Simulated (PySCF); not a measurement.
## Electronic absorption of [C5H9N2]+

Compound: C5H9N2 (charge +1).
InChI=1S/C5H9N2/c1-6-4-3-5-7(6)2/h3-5H,1-2H3/q+1

Level of theory: TDDFT PBE0/def2-SVPD, vertical, gas phase, core orbitals frozen in the response in PySCF. Isolated species at its PBE0-D3(BJ)/def2-SVP geometry, gas phase.

Task: What does the calculation give for the low-lying excited states?

Result: 

| state | E (eV) | ν̃ (cm⁻¹) | f | \|μ\| (D) | main configurations (H = HOMO, L = LUMO) |
| --- | --- | --- | --- | --- | --- |
| S1 | 6.26 | 50510 | 0.145 | 2.47 | H→L (93%) |
| S2 | 6.99 | 56390 | 0.196 | 2.72 | H-1→L (92%) |
| S3 | 8.02 | 64690 | 0.035 | 1.08 | H→L+2 (97%) |
| S4 | 8.37 | 67510 | 0.0001 | 0.06 | H-1→L+2 (98%) |
| S5 | 8.49 | 68520 | 0.350 | 3.30 | H→L+1 (90%) |
| S6 | 8.59 | 69320 | 0.193 | 2.44 | H-1→L+1 (88%) |
| S7 | 8.71 | 70260 | 0.0035 | 0.33 | H→L+3 (95%) |
| S8 | 8.89 | 71730 | 0.0026 | 0.28 | H-2→L (92%) |
| S9 | 8.96 | 72250 | 0.0001 | 0.05 | H→L+4 (96%) |
| S10 | 9.12 | 73570 | 0.0002 | 0.07 | H-1→L+3 (86%), H-4→L (8%) |

Triplets (Tamm–Dancoff): T1 4.63 eV, H→L (99%); T2 4.66 eV, H-1→L (94%); T3 6.22 eV, H→L+1 (94%); T4 7.17 eV, H-1→L+1 (88%).

The lowest singlet lies at 6.26 eV (198 nm, vacuum ultraviolet) and is of moderate strength; its leading configuration is HOMO→LUMO (93%). The strongest level in the table is S5 at 8.49 eV (146 nm, f = 0.350). Löwdin shares by element: HOMO carbon 62% or more, nitrogen 12% or more (atoms not listed hold the other 25%); LUMO carbon 40% or more, nitrogen 39% (atoms not listed hold the other 21%). The listed states span 2.86 eV, and the widest gap between neighbours is 1.03 eV (S2 to S3). The oscillator strengths of these states sum to 0.925; summed over the whole spectrum of an exact calculation they would give the number of electrons, 52 (Thomas–Reiche–Kuhn). Orbital energies (eV): HOMO-3 -16.24, HOMO-2 -16.06, HOMO-1 -13.09, HOMO -12.62, LUMO -5.56, LUMO+1 -3.57, LUMO+2 -3.47. The vertical ionisation energy (ΔSCF) is 14.64 eV, 5.52 eV above S10. Singlets were solved by full linear response, triplets in the Tamm–Dancoff approximation.
